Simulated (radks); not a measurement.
Results of a calculation; reference values are marked as such.
Ionisation of the bromine ion Br13+, [Ar] 3d4, to Br14+, [Ar] 3d3, under several functionals. Dirac Kohn-Sham, spin-unpolarised, spherical densities, point nucleus; open shells are shared between the two j in proportion to 2j + 1; a radial shooting solver on a logarithmic mesh with Libxc functionals.

| functional | E(Br13+) (hartree) | Exc (hartree) | IE (eV) | -e(HOMO) (eV) | <r> HOMO (bohr) | IE error (eV) |
|---|---|---|---|---|---|---|
| Wu-Cohen GGA | -2529.05730 | -79.00624 | 433.71 | 410.59 | 0.4853 | -2.3 |
| BLYP | -2530.05165 | -80.00884 | 433.54 | 410.41 | 0.4856 | -2.5 |
| exchange-only LDA | -2523.88777 | -73.77022 | 431.43 | 408.32 | 0.4855 | -4.6 |
| SOGGA | -2527.70687 | -77.63553 | 433.36 | 410.26 | 0.4854 | -2.6 |
| PBE | -2529.59770 | -79.55129 | 433.61 | 410.50 | 0.4856 | -2.4 |
| PW91 | -2530.06725 | -80.02859 | 433.87 | 410.75 | 0.4854 | -2.1 |
| HCTH/407 | -2530.80159 | -80.83401 | 436.27 | 413.13 | 0.4836 | +0.3 |
| RPBE | -2529.88653 | -79.84590 | 433.53 | 410.43 | 0.4856 | -2.5 |

NIST Atomic Spectra Database: 436 eV (theoretical). Closest: HCTH/407. The Delta-SCF values span 4.84 eV, the total energies 6.91 hartree. The highest occupied level is 3d5/2. Spin polarisation and multiplet splitting are left out, so open shells lie too high by an amount that depends on their filling. Sharing an open shell by 2j + 1 raises it above the true ground level by a part of the spin-orbit splitting, which enters the differences from NIST.

Beside tabulated values, note that spin-unpolarised runs miss the spin-polarisation part of the exchange energy of open shells.
